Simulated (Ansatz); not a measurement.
Consider the ligand exchange at the Al–C bond: `B[C](=C)[AlH][CH3]` + H–F → `B[C](=C)[AlH][F]` + CH₄.

Program: Ansatz. Geometries: PBE0-D4/def2-TZVP. ΔE: electronic, gas phase. CCSD(T)/CBS adds triple-zeta CCSD(T) − MP2 to the extrapolated MP2 energy (def2 sets, frozen cores). This one scheme is used for every species. DFT in def2-TZVPP. B3LYP here is the variant with VWN-RPA as its local correlation; programs differ in this. One conformer a species, not always the lowest.

`B[C](=C)[AlH][CH3]`:

Z-matrix (Å, degrees):
```
C
Al 1 1.949
H 1 1.095 2 110.8
H 1 1.092 2 113.3 3 -121.5
H 1 1.096 2 110.6 3 117.3
C 2 1.955 1 121.3 3 -56.7
H 2 1.596 1 122.4 3 123.4
C 6 1.349 2 118.1 1 -179.9
B 6 1.543 2 125.6 1 -0.1
H 8 1.092 6 121.7 2 180.0
H 8 1.091 6 123.1 2 -0.0
H 9 1.200 6 122.2 2 -0.6
H 9 1.203 6 119.6 2 179.4
```

H–F:

Cartesian coordinates in Å:
```
F -0.165 0.403 0.150
H 0.165 -0.403 -0.150
```

`B[C](=C)[AlH][F]`:

Cartesian coordinates in Å:
```
B 0.939 0.904 -1.002
C -0.018 0.030 -0.159
C -1.078 -0.507 -0.796
Al 0.138 -0.380 1.728
F 1.393 0.227 2.612
H 1.905 1.431 -0.530
H 0.705 1.059 -2.171
H -1.820 -1.138 -0.303
H -1.253 -0.334 -1.860
H -0.910 -1.292 2.482
```

CH₄:

```xyz
5

C     0.000    0.000    0.000
H     0.841   -0.644    0.254
H     0.061    0.922    0.578
H    -0.933   -0.513    0.231
H     0.031    0.236   -1.063
```

Task: Is it downhill or uphill in electronic energy at CCSD(T)/CBS, and by how much? (An estimate is asked.)

Result: Computed: Downhill: ΔE = -2.04 eV.

Task: What do these levels give: B3LYP-D4, ωB97M-V, CCSD/def2-TZVPP, HF/CBS(def2), MP2/CBS(def2), CCSD/CBS(def2)? (Estimate.)

Result: Computed: B3LYP-D4 -2.10, ωB97M-V -2.05, CCSD/def2-TZVPP -2.07, HF/CBS(def2) -2.26, MP2/CBS(def2) -2.05, CCSD/CBS(def2) -2.06 eV.

Largest T1 diagnostic among the species: 0.012.

In def2-TZVPP, CCSD(T) changes the Hartree–Fock value by +0.20 eV (the triples alone add +0.03 eV) and MP2 by +0.19 eV. The D4 term adds +0.06 eV with B3LYP and +0.03 eV with PBE0; it sums over pairs of atoms, weighted by their polarisabilities, and B3LYP, whose exchange is more repulsive, gets the larger term.
